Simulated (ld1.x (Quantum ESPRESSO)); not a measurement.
## Before and after: TM potential for Xe

* Element: Xe
* Generator: ld1.x (Quantum ESPRESSO) 7.5
* Type: norm-conserving Troullier–Martins (Kleinman–Bylander form)
* Functional: PBE
* Relativity: scalar-relativistic
* Frozen core: [Kr]
* Valence charge: 18
* Reference configuration: 4d10 5s2 5p5 (charge +1)
* Partial waves: 5p (bound): rc 1.65 bohr; 4d (bound): rc 1.20 bohr; 5s (bound): rc 1.60 bohr
* Local potential: the s channel
* Core correction: a·sin(br)/r model core, default radius (core density twice the valence density)

Change: all radii but the core radius scaled by about 1.03 (s 1.66, p 1.70, d 1.24 bohr).

Cutoffs: the cutoffs (Ry, on a coarse ladder) from which the occupation-weighted sum of valence levels, in a spherical-Bessel basis at the reference potential, stays within 10 and 1 mRy of its value at 400 Ry; they do not see the model core or the augmentation charge, which bear on the density cutoff. Errors are all-electron minus pseudo energies relative to the spin-unpolarised reference configuration.

Question: How do hardness, ghosts and transferability respond?

Answer: The potential gets softer (140 Ry and 200 Ry → 120 Ry and 200 Ry); the errors of the 7 common tests hardly move; neither file shows a bound ghost. A larger radius leaves more room for a smooth pseudo-wave, so fewer plane waves are needed.

| quantity | base | changed |
| --- | --- | --- |
| cutoff, loose | 140 Ry | 120 Ry |
| cutoff, tight | 200 Ry | 200 Ry |
| loose cutoff by channel (10 mRy a level) | p 15 Ry, d 110 Ry, s 30 Ry | p 15 Ry, d 100 Ry, s 30 Ry |
| bound ghosts | none | none |
| error for 4d10 5s2 5p6, meV [ΔE -12.54 eV] | +6.5 | +6.4 |
| error for 4d10 5s2 5p4, meV [ΔE 21.75 eV] | -1.9 | -2.0 |
| error for 4d10 5s2 5p3, meV [ΔE 53.47 eV] | +4.4 | +4.0 |
| error for 4d10 5s1 5p6, meV [ΔE 12.15 eV] | -2.7 | -3.0 |
| error for 4d9 5s2 5p6, meV [ΔE 55.17 eV] | -577 | -598 |
| error for 4d10 5s2 5p5.5, meV [ΔE -7.37 eV] | +3.0 | +2.9 |
| error for 4d10 5s2 5p2, meV [ΔE 95.79 eV] | +20 | +19 |
